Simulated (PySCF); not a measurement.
# Correlation energy of Te (tellurium, neutral)

[Kr] 4d10 5s1 5p5, high-spin 3P determinant (an excited configuration). Computed with PySCF 2.14 in ANO-RCC-VTZP (7s6p4d2f1g, 68 functions), with the spin-free X2C one-electron Hamiltonian (Gaussian nucleus). Frozen: [Ar] 3d10; 24 electrons correlated.

| level | correlation energy (mhartree) |
| --- | --- |
| CCSD | -692.96 |
| (T) | -27.07 |
| CCSD(T) | -720.03 |

Diagnostics: T1 = 0.016, D1 = 0.0753, largest double amplitude 0.153.

Task: Is a single reference adequate?

Result: Not fully. A double-excitation amplitude exceeds 0.15, a sign of near-degeneracy.
